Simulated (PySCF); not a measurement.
The scaffold SiH2(OH)-X carries different groups X. Isolated molecules, 0 K electronic values unless said otherwise. One relaxed conformer stands for each flexible species; it need not be the lowest. Strings in code marks are SMILES.

A: X = ethynyl (`C#C[SiH2]O`)
B: X = isocyano (`[C-]#[N+][SiH2]O`)
C: X = hydroxymethyl
D: X = cyano (`N#C[SiH2]O`)

Question: Rank these by HOMO (lowest first), as PBE0-D4/def2-TZVP in PySCF gives it.

Answer: D (-9.61 eV), B (-8.98 eV), A (-8.30 eV), C (-7.53 eV)
